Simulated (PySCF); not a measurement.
**BeBr at ωB97X**

Computed with ωB97X; PySCF, no relativity, basis sets Be def2-SVP, Br def2-SVP.

For BeBr, the state is ²Σ⁺ (doublet), unpaired electrons σ ↑, the bond length is 1.995 Å and the harmonic wavenumber is 683 cm⁻¹. The force constant is 2.23 mdyn/Å, the rotational constant Be is 0.5236 cm⁻¹ and the anharmonicity ωexe is 3.58 cm⁻¹. The vibration–rotation constant αe is 0.00415 cm⁻¹. The well depth De to Be + Br is 319 kJ/mol and the dissociation energy D0 is 315 kJ/mol. The bond order (Mayer) is 1.18. The dipole moment (positive dipole means Be(−)Br(+)) is -0.91 D.

Spin–orbit coupling is left out. The state is the lowest determinant that a PBE0 search found; another state may lie lower at other levels.
